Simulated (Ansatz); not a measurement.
Pulling on the Sn1–H2 bond in HISn (SMILES [SnH][I]) (multiplicity 1 held, fragments rigid). Energies count from the point at 1.783 Å.
Geometry at that point (charge 0, multiplicity 1):
```xyz
3

Sn     0.452     0.915     0.965
H      0.730     2.177    -0.263
I     -0.441    -0.904    -0.906
```

R- and RO- levels are restricted; in cc, def2 and unpolarised 6-31G sets they are followed outwards from rest. Active spaces are followed from a long bond inwards. Levels need not reach the same state.

Cores are frozen in the correlated methods. Filled d and f shells under p-block atoms count as core.

Programs: Ansatz (an electronic-structure program) with Gaussian orbitals. Values without a source in brackets are computed. In def2 rows elements past Kr take small-core potentials, without spin–orbit coupling.

Energies in kcal/mol.

| R (Å) | R-wB97X-V/def2-TZVPP | R-SCS-MP2/def2-TZVPP | CASSCF(2,2)/def2-TZVPP | SC-NEVPT2 on CASSCF(2,2)/def2-TZVPP | FIC-MRCISD+Q on CASSCF(2,2)/def2-TZVPP |
|---|---|---|---|---|---|
| 1.427 | 24.6 | 26.4 | 28.0 | 27.6 | 26.9 |
| 1.605 | 4.1 | 4.7 | 5.7 | 5.4 | 5.0 |
| 1.783 | 0.0 | 0.0 | 0.0 | 0.0 | 0.0 |
| 1.961 | 4.1 | 3.8 | 2.5 | 2.8 | 3.3 |
| 2.140 | 12.1 | 11.6 | 8.8 | 9.4 | 10.3 |
| 2.407 | 26.9 | 25.9 | 20.3 | 21.4 | 23.0 |
| 2.675 | 42.0 | 40.2 | 31.3 | 32.8 | 35.1 |
| 3.120 | 64.4 | 60.4 | 44.7 | 46.9 | 50.1 |
| 3.566 | 82.5 | 75.1 | 51.7 | 54.5 | 58.2 |
| 4.101 | 98.9 | 85.5 | 54.8 | 58.1 | 61.9 |
| 4.814 | 114.2 | 89.0 | 55.9 | 59.3 | 63.1 |
| 5.706 | 126.0 | 81.5 | 56.0 | 59.5 | 63.4 |

Doubts at one or more of the structures used: a restricted determinant that unrestricted orbitals would lower (R-wB97X-V/def2-TZVPP, R-SCS-MP2/def2-TZVPP).
